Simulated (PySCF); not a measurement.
CsBe, r²SCAN: how much the basis matters

PySCF, UKS reference; doublet, unpaired electrons σ ↑; De to Cs + Be without counterpoise correction.

```
    basis                           relativity  functions  Re (Å)  ωe (cm⁻¹)  De (eV)  μ (D)
 def2-SVP  scalar-relativistic core potentials         33   3.821        140     0.35  -4.27
def2-SVPD  scalar-relativistic core potentials         39   3.820        140     0.35  -4.40
def2-TZVP  scalar-relativistic core potentials         48   3.774        138     0.33  -4.25
```

(1) How does each smaller set differ from the one with most functions, def2-TZVP?

A positive dipole means Cs(−)Be(+). The bond is weak. Basis-set superposition, not corrected here, can be much of De in a small basis, most of all at correlated wavefunction levels. Functionals without a dispersion term scatter widely for such bonds, and LDA overbinds them. Spin–orbit coupling is left out. The state is the lowest determinant that a PBE0 search found; another state may lie lower at other levels.

Answers

(1) def2-SVP: +4.7 pm, +1.4 % in ωe, +0.02 eV in De; def2-SVPD: +4.6 pm, +1.4 % in ωe, +0.02 eV in De. All at r²SCAN; the set with most functions is neither the basis-set limit nor always the best.
